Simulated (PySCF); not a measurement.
C₂H₂N₃, SMILES [N]1N=CN=C1 (connectivity only; charge and spin as stated), charge -1, multiplicity 1.

Geometry optimised at PBE0-D3(BJ)/def2-SVPD. The spin state was assumed, not searched. The isomer is the one that the SMILES or the coordinates give; other isomers of the formula were not compared.

Calculation: PBE/def2-SVPD run with PySCF.

Gas-phase values at a fixed geometry.

Computed frontier levels, gap, dipole moment and polarisability:
```json
{
 "highest_occupied_level": "-0.10 eV",
 "lowest_empty_level": "4.91 eV",
 "orbital_gap": "5.01 eV",
 "dipole_moment_about_the_centre_of_nuclear_charge": "1.41 D",
 "mean_static_polarisability": "50.1 bohr³ (7.42 Å³)",
 "polarisability_principal_values": "33.5, 53.5, 63.2 bohr³"
}
```
